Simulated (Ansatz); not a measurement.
Cartesian coordinates (Å):
```xyz
10

C      1.7213     0.8476    -0.5589
Si     0.8389     0.2099     0.7614
Si    -1.2265    -0.8203     0.3956
O     -1.7133    -0.5145    -1.1558
H      1.3795     0.7271    -1.5798
H      2.6584     1.3792    -0.4495
H      1.3503     0.3893     2.1393
H     -2.1969    -0.3181     1.4031
H     -1.1539    -2.2915     0.5161
H     -1.6577     0.3913    -1.4715
```
Charge 0, multiplicity 1.

These are Ansatz (a program for electronic structure) with frozen-core CCSD(T)/cc-pVTZ // B3LYP-D3(BJ)/def2-TZVP values and carry that method's errors. The restricted HF reference is unstable towards unrestricted orbitals.

* **HF energy**: -694.14364 Ha
* **MP2 correlation energy**: -0.65311 Ha

### Question
Estimate the CCSD correlation energy, the (T) correction, the total energy and the T1 diagnostic.

### Answer

```yaml
CCSD correlation energy: -0.69682 Ha
"(T) correction": -0.02914 Ha
CCSD(T) total energy: -694.86961 Ha
T1 diagnostic: 0.014
```
